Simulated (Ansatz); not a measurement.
`[SiH3]B[CH2][SnH3]` + `C=CF` → `C=C(F)B[SiH3]` + `[CH3][SnH3]`  (formal exchange of groups at a B–C bond)

Computed with Ansatz on PBE0-D4/def2-TZVP structures; ΔE is electronic, products minus reactants. CCSD(T)/CBS adds triple-zeta CCSD(T) − MP2 to the extrapolated MP2 energy (def2 sets, frozen cores). Functionals use def2-TZVPP. Elements past krypton have def2 core potentials. For Sn outer-core shells are correlated without core-valence functions, which leaves a few kJ/mol of doubt a bond. One conformer a species, not always the lowest.

CCSD(T)/CBS gives +14.7 kJ/mol.

(1) Another level gave +9.2 kJ/mol. Which?
A. BHLYP/def2-TZVPP
B. r2SCAN-D4/def2-TZVPP
C. LDA (SPW92)/def2-TZVPP
D. revPBE/def2-TZVPP

Largest T1 diagnostic among the species: 0.013.

Answers

(1) B. r2SCAN-D4 9.2, BHLYP -1.8, LDA (SPW92) 15.4, revPBE 4.4 kJ/mol.

The D4 term adds +6.9 kJ/mol with B3LYP and +3.8 kJ/mol with PBE0; it sums over pairs of atoms, weighted by their polarisabilities, and B3LYP, whose exchange is more repulsive, gets the larger term. Leaving LDA and LC-ωPBE aside and taking each functional with its dispersion term where it has one, the values, not all of them listed here, spread over 9.1 kJ/mol, from CAM-B3LYP-D4 to PBE-QIDH. LDA lies +7.6 kJ/mol from PBE without D4.

B3LYP here is the variant with VWN-RPA as its local correlation; programs differ in this.
